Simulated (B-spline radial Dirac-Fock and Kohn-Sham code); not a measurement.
Core-level shifts of lanthanum with charge state

Calculated with a radial atomic solver, using Dirac-Fock energy differences between relaxed states, corrected for Breit and QED terms. Each ion is free and in its tabulated ground configuration. Correlation and solid-state effects are left out.

Reference: La¹⁰⁺, [Kr] 4d10 5s1, with L1 6437.1 eV, L2 6057.2 eV, L3 5649.1 eV, M1 1531.0 eV, M2 1371.1 eV, Kα1 (K-L3) 33441.8 eV, Kβ1 (K-M3) 37801.0 eV, Lℓ (L3-M1) 4118.1 eV. Shifts from it, in eV (a dash: the subshell is empty, belongs to an open shell averaged over j, or its hole state is left out as unreliable):

```csv
ion,configuration,L1,L2,L3,M1,M2,Kα1,Kβ1,Lℓ
La¹¹⁺,[Kr] 4d10,+22.0,+22.1,+22.1,+21.5,+21.5,+0.63,+1.19,+0.60
La¹²⁺,[Kr] 4d9,+58.6,+58.7,+58.7,+56.3,+56.4,+0.52,+2.92,+2.39
La¹³⁺,[Kr] 4d8,+96.4,+96.7,+96.6,+92.2,+92.4,+0.43,+4.88,+4.39
La¹⁴⁺,[Kr] 4d7,+135.6,+135.9,+135.8,+129.1,+129.4,+0.36,+7.08,+6.61
La¹⁵⁺,[Kr] 4d6,+175.9,+176.3,+176.2,+167.1,+167.5,+0.33,+9.54,+9.05
La¹⁶⁺,[Kr] 4d5,+217.5,+218.0,+217.8,+206.1,+206.6,+0.32,+12.25,+11.72
La¹⁷⁺,[Kr] 4d4,+260.3,+260.9,+260.6,+246.0,+246.7,+0.34,+15.23,+14.62
```

Over this range L1 (2s) moves by +260.3 eV and Kα1 by +0.3 eV: a line is a difference of two levels that shift in the same direction.
